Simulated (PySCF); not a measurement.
TiOCl, SMILES [O]=[Ti][Cl] (connectivity only; charge and spin as stated), neutral, multiplicity 2.

Geometry: PBE0-D3(BJ)/def2-TZVP. The spin state was assumed, not searched.

Two levels are set side by side: PBE/def2-TZVPD (PySCF) and PBE0/def2-TZVPD (PySCF). Same geometry, gas phase. Differences are taken from unrounded values.

```tsv
quantity	PBE0
α-spin orbital gap (eV)	3.34
β-spin orbital gap (eV)	6.02
dipole moment (D)	4.92
mean polarisability (bohr³)	56.7
```

**Question.** What does PBE give, and how far is it from PBE0? (The exact figures need the calculation; the answer reports its results.)

**Answer.** 
```
quantity                      PBE  PBE minus PBE0
---------------------------  ----  --------------
α-spin orbital gap (eV)      0.70           -2.64
β-spin orbital gap (eV)      3.87           -2.15
dipole moment (D)            4.60           -0.33
mean polarisability (bohr³)  67.5            10.7
```

PBE's more diffuse valence density responds more strongly to a field. Differences between two approximate levels are no errors against the true value.

Rough cost on one machine, each run with all the roots and properties that it gave: PBE0 against PBE within a factor of 2.
